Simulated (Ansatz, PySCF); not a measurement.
Gas-phase reaction (SMILES): C=CF + 3 [H][H] (H2) -> 2 C (CH4) + F (HF); energy of full hydrogenation.

Each molecule is optimised on its own at B3LYP-D3(BJ)/def2-TZVP (Ansatz, an electronic-structure program). Valence correlation only, unless marked. No spin-orbit coupling. Non-relativistic. Basis-set limits of correlation are two-point, X^-3; Hartree-Fock from the larger set. [CCSD(T)-MP2]/basis is that difference in the basis named. Thermal terms are rigid-rotor harmonic-oscillator values from B3LYP-D3(BJ) frequencies (PySCF) at 298.15 K and 1 atm. 1 Eh = 627.5095 kcal/mol.

| species | E, RI-MP2/CBS(aug-cc-pVTZ,aug-cc-pVQZ)+[CCSD(T)-MP2]/aug-cc-pVTZ (Ansatz) (Eh) | E, wB97X-V/def2-TZVPD (Ansatz) (Eh) | H - E (Eh) | G - E (Eh) |
|---|---|---|---|---|
| C=CF | -177.66297 | -177.84129 | 0.04822 | 0.01958 |
| [H][H] (H2) | -1.17524 | -1.17238 | 0.01336 | -0.00144 |
| C (CH4) | -40.46129 | -40.51531 | 0.04840 | 0.02728 |
| F (HF) | -100.39388 | -100.45520 | 0.01259 | -0.00713 |

Work out ΔE and ΔH, ΔG, ΔS and the equilibrium constant at 298.15 K at the first level, then ΔH at the second.


1. ΔE = [2×(-40.46129) + (-100.39388)] - [(-177.66297) + 3×(-1.17524)] = -0.12777 Eh = -80.2 kcal/mol at RI-MP2/CBS(aug-cc-pVTZ,aug-cc-pVQZ)+[CCSD(T)-MP2]/aug-cc-pVTZ.
2. The terms H - E add up to 0.02109 Eh, so ΔH = (-0.12777 + (0.02109))×627.5095 = -66.9 kcal/mol.
3. The terms G - E add up to 0.03217 Eh, so ΔG = -60.0 kcal/mol, and ΔS = (0.02109 - (0.03217))×627509.5/298.15 = -23.3 cal/(mol K).
4. log10 K = -ΔG/(RT ln 10) = 44.0, with RT ln 10 = 1.3642 kcal/mol.
5. With ΔH and ΔS taken as constant, ΔG changes sign near ΔH/ΔS = 2870 K, a rough figure that leaves out heat capacities.
6. At wB97X-V/def2-TZVPD the same steps give ΔE = -79.9 and ΔH = -66.7 kcal/mol, a shift of +0.2 from the first level.
7. Tabulated enthalpies of formation (C=CF -34.1 kcal/mol, ATcT 1.112; [H][H] (H2) 0.0 kcal/mol, zero by definition; C (CH4) -17.8 kcal/mol, ATcT 1.112; F (HF) -65.2 kcal/mol, ATcT 1.112) give ΔH = -66.7, so the errors are -0.2 and +0.0 kcal/mol; the tables hold anharmonic motion, scalar relativity, which both levels lack, and core correlation, which the frozen-core level lacks.
